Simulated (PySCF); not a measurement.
# Substituent chemical shifts

Parent skeleton `[CH:1]#[C:2][C:3](=[O:4])[CH:5]=[CH2:6]`; one hydrogen on atom 5 is replaced by X. Hydrogens on one atom are averaged.

How the numbers were obtained: GFN2-xTB geometry, GIAO PBE0/pcSseg-1 shieldings, in PySCF 2.14 (non-relativistic Hamiltonian, single conformer, rapidly exchanging positions averaged, no solvent).

Chemical shifts δ = σref − σ; TMS for 13C (σ = 186.93 ppm), 1H (σ = 31.72 ppm); H2O for 17O (σ = 336.08 ppm), all at this level.

(1) Give δ (ppm) for X = CH2CN, COOH, SSiH3, CHO.

(2) Which position responds most, and to which substituents?

Answers

(1) 
```tsv
X	SMILES	C1	C2	C3	O4	C5	C6	H(C1)	H(C6)
CH2CN	C#CC(=O)C(=C)CC#N	91.1	82.6	180.0	662.7	150.0	144.8	2.93	7.33
COOH	C#CC(=O)C(=C)C(=O)O	93.3	85.8	178.0	671.7	148.5	148.1	3.03	7.07
SSiH3	C#CC(=O)C(=C)S[SiH3]	97.1	81.8	181.7	597.3	155.0	139.2	3.19	6.98
CHO	C#CC(=O)C(=C)C=O	90.5	82.2	180.8	669.5	146.1	151.2	2.97	7.45
```

(2) O4: from 597.3 ppm with SSiH3 to 671.7 ppm with COOH.

Unscaled 17O shifts of doubly bonded oxygen tend to come out too high, by tens of ppm or more. Experimental scales use liquid or dissolved standards, which lie at an offset from isolated H2O (liquid H2O: subtract about 36 ppm).
